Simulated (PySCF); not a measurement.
How methods differ on the ionisation energy of Fe⁺

Fe⁺ [Ar] 3d6 4s1 (6D) → Fe²⁺ [Ar] 3d6 (5D), as a difference of total energies. Calculation: PySCF 2.14, in aug-cc-pVTZ-DK (8s7p5d3f2g, 93 functions); scalar relativity by spin-free X2C-1e. Correlated levels: valence: [Ar] frozen. The calculations carry no spin-orbit coupling.

Question: Order these methods by the ionisation energy they give, lowest first.
A. TPSS
B. wB97X-V
C. MP2 (valence)
D. r2SCAN

Answer: C (15.918 eV), B (16.135 eV), A (16.595 eV), D (16.705 eV).

Errors of the correlated levels include the incompleteness of this basis and the frozen core.

For comparison: 16.199 eV (measured; NIST Atomic Spectra Database, ionization energies).
